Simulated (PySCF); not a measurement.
TeCl2, SMILES Cl[Te]Cl.

Coordinates come from a PBE-D3(BJ)/def2-TZVP optimisation. The isomer is the one that the SMILES or the coordinates give; other isomers of the formula were not compared. The def2 effective core potentials stand for the cores of Te; spin–orbit coupling is left out.

The numbers are results of TDDFT-PBE/def2-SVPD in PySCF, not measurements.

Vertical excitations. Gas-phase values at a fixed geometry. State labels are in the subgroup C2v.

```tsv
state	symmetry	energy (eV)	λ (nm)	f	main pairs
S1	B1	2.12	586	0.001	HOMO→LUMO 101 %
S2	A2	2.19	565	0.000	HOMO→LUMO+1 100 %
S3	A2	4.55	273	0.000	HOMO−2→LUMO 99 %
S4	A1	4.64	267	0.002	HOMO−1→LUMO+1 89 %
S5	B1	4.66	266	0.003	HOMO−2→LUMO+1 98 %
S6	B2	4.72	262	0.011	HOMO−1→LUMO 84 %, HOMO−3→LUMO+1 16 %
S7	A1	4.86	255	0.010	HOMO−3→LUMO 88 %
S8	B1	5.34	232	0.000	HOMO−4→LUMO 94 %
S9	B2	5.34	232	0.074	HOMO−3→LUMO+1 75 %, HOMO−1→LUMO 12 %
S10	A2	5.42	229	0.000	HOMO−4→LUMO+1 99 %
T1	B1	1.48	840	0	HOMO→LUMO 100 %
T2	A2	1.60	774	0	HOMO→LUMO+1 100 %
T3	B2	4.11	301	0	HOMO−1→LUMO 98 %
T4	A2	4.24	293	0	HOMO−2→LUMO 99 %
```
Triplets are in the Tamm–Dancoff approximation, which puts them higher than full response would, so one can lie above its singlet here.
